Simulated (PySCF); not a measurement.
SMILES Clc1cccc(Br)c1 (GFN2-xTB optimised geometry):

```
12

Cl    -1.919    -2.430     0.000
C     -1.077    -0.923     0.000
C     -1.792     0.266     0.000
C     -1.106     1.468     0.000
C      0.278     1.494     0.000
C      0.968     0.294     0.000
Br     2.870     0.310     0.000
C      0.309    -0.923     0.000
H     -2.870     0.246     0.000
H     -1.656     2.397     0.000
H      0.814     2.430     0.000
H      0.859    -1.851     0.000
```

Computed with CAM-B3LYP/def2-TZVP (PySCF).

Question: What are the frontier orbital energies and the dipole moment?

Answer: HOMO-2 -9.85 eV, HOMO-1 -8.88 eV, HOMO -8.45 eV, LUMO 0.19 eV, LUMO+1 0.21 eV; dipole moment 1.65 D.

Meta-Löwdin charges at CAM-B3LYP/def2-TZVP: Cl1 -0.05, C2 0.03, C3 -0.13, C4 -0.10, C5 -0.13, C6 0.00, Br7 -0.04, C8 -0.13, H9 0.13, H10 0.13, H11 0.13, H12 0.14.
